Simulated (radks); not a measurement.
Spherical quantum dot in the effective-mass picture: electrons in a parabolic well V = omega^2 r^2 / 2 with omega = 1.26, with a point charge +1 (a donor) at the centre, all in effective atomic units (hartree* = m*/eps^2 hartree, bohr* = eps/m* bohr), one dielectric constant everywhere. Method: non-relativistic Kohn-Sham, PBE, spin-polarised, spherical densities; computed with a radial shooting solver with Libxc functionals. Levels are named by radial order and angular momentum (1s, 1p, 1d, 2s, ...), and open shells are averaged over m.

N = 13, configuration 1s2 1p6 1d(up 3, down 0) 2s2. This is the lowest configuration that the search found. Occupied and some empty levels:

level,occupation,eigenvalue (hartree*),<r> (bohr*)
1s up,1,8.2271,1.172
1s down,1,8.2654,1.148
1p up,3,9.1262,1.643
1p down,3,9.1982,1.632
2s up,1,9.8669,1.633
2s down,1,9.9224,1.648
1d up,3,9.9700,1.908
1d down,0,10.053,1.906
1f up,0,10.871,2.115
1f down,0,10.955,2.121
2p up,0,11.043,1.904
2p down,0,11.091,1.911
1g up,0,11.828,2.296
1g down,0,11.906,2.305

Energy (hartree*): total 76.8615, kinetic 16.308, external 20.924, Hartree 46.327, exchange-correlation -6.6968.
